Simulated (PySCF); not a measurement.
Dipole response of Nd (neodymium, neutral)

[Xe] 4f4 6s2, one real determinant. Computed with PySCF 2.14 in ANO-RCC-VTZP (8s7p5d3f2g1h, 104 functions), with the spin-free X2C one-electron Hamiltonian (Gaussian nucleus). Coupled (time-dependent) response in atomic units; α is the mean over directions. The basis has no added diffuse functions, which lowers α and C₆.

| method | mean α (bohr³) | α xx, yy, zz | C₆ (like pair) | S(−4) |
| --- | --- | --- | --- | --- |
| UHF | 277.1 | 276.8, 276.8, 277.7 | 5302 | 77800 |

S(−4) is the Cauchy moment in α(ω) = α(0) + S(−4) ω² + …

Reference α: 208 ± 20 bohr³ (recommended; Schwerdtfeger and Nagle, table of static dipole polarizabilities (2023 update)). Published C₆: 3560 (Gould and Bucko (2016)).

Spin-orbit coupling is absent.

Hartree-Fock lies above the reference because it lacks correlation, which contracts the outer shell.

α(iu) at UHF:

```tsv
u (hartree)	α(iu) (bohr³)
0	277.1
0.0500	208.8
0.100	125.8
0.200	52.60
0.300	29.51
0.500	14.90
0.750	9.104
1.00	6.443
1.50	3.858
2.00	2.614
3.00	1.462
5.00	0.6721
```

A single London oscillator, α(iu) = α/(1 + u²/ω²), gives C₆ = (3/4) ω α². Matching the computed C₆ needs ω = 4 × 5302 / (3 × 277.1²) = 0.0921 hartree.

The components differ because the open shell of this determinant is not spherical; for a pure term their mean is the scalar polarisability.

⟨L²⟩ = 34.03 against 42 for a pure I term, so this real determinant mixes terms. Spin-orbit coupling, absent here, splits the open shell strongly.
